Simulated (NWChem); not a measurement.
A series in which one site is exchanged, each optimised at PBE0/def2-SVP with NWChem, gas phase unless a solvent is named. This build's default masses of Se (78.918 u) and Br (79.917 u) are each other's, which moves their modes by up to 0.6 %. For some, no frequency run checked for a minimum. def2 effective core potentials on Cd; no spin-orbit coupling.

A: [Cl][Mg][GeH3] (MgGeH3Cl; site = Mg)
B: [Cl][Be][GeH3] (BeGeH3Cl; site = Be)
C: [Cl][Cd][GeH3] (CdGeH3Cl; site = Cd)
D: Cl[Se][GeH3] (GeH3SeCl; site = Se)

Values for A:

| Quantity | Result |
|---|---|
| dipole (D), PBE0/def2-SVP | 1.30 |
| orbital gap (eV), PBE0/def2-SVP | 6.26 |
| vertical ionisation energy, ΔSCF, PBE/def2-SVP (eV) | 9.40 |
| static polarisability, PBE0/def2-SVPD (bohr³) | 80.2 |
| lowest singlet excitation, PBE0/def2-SVPD, TDA (eV) | 5.60 |

Task: How do these values change for the other members?

Result: 
| change from A | B | C | D |
|---|---|---|---|
| dipole (D), PBE0/def2-SVP | -1.11 | +1.18 | +0.79 |
| orbital gap (eV), PBE0/def2-SVP | +0.93 | +0.65 | -1.73 |
| vertical ionisation energy, ΔSCF, PBE/def2-SVP (eV) | +0.98 | +0.37 | -0.65 |
| static polarisability, PBE0/def2-SVPD (bohr³) | -15.0 | +3.9 | -4.0 |
| lowest singlet excitation, PBE0/def2-SVPD, TDA (eV) | +0.48 | +0.27 | -2.79 |
